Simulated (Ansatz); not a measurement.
`[CH3][SnH2][CH3]` + `C=CF` → `C=[C](F)[SnH2][CH3]` + CH₄  (formal exchange of groups at the Sn–C bond)

Program: Ansatz. Geometries: PBE0-D4/def2-TZVP. ΔE: electronic, gas phase. CBS: MP2 limit from def2 TZ/QZ plus the TZ coupled-cluster correction, frozen cores. This one scheme is used for every species. DFT in def2-TZVPP. B3LYP here is the variant with VWN-RPA as its local correlation; programs differ in this. Elements past krypton have def2 core potentials. For Sn outer-core shells are correlated without core-valence functions, which leaves a few kJ/mol of doubt a bond. Each species was taken in one conformer, which may not be the lowest.

```csv
level,ΔE (kJ/mol)
PBE-D4,-6.2
ωB97X-V,-4.6
PBE,-3.4
r2SCAN,-5.1
B3LYP,-1.7
SCS-MP2/def2-TZVPP,-2.9
CCSD/def2-TZVPP,-1.3
CCSD/CBS(def2),-1.1
```

(1) What does CCSD(T)/CBS give? (Estimate.)

Largest T1 diagnostic among the species: 0.013.

Answers

(1) The calculation gave: -3.3 kJ/mol. The listed levels differ from it by -2.9, -1.3, -0.1, -1.8, 1.6, 0.4, 2.0, 2.2 kJ/mol.

The D4 term adds −4.5 kJ/mol with B3LYP and −2.6 kJ/mol with PBE0; it sums over pairs of atoms, weighted by their polarisabilities, and B3LYP, whose exchange is more repulsive, gets the larger term. In def2-TZVPP, CCSD(T) changes the Hartree–Fock value by −6.9 kJ/mol (the triples alone add −2.2 kJ/mol) and MP2 by −6.7 kJ/mol.
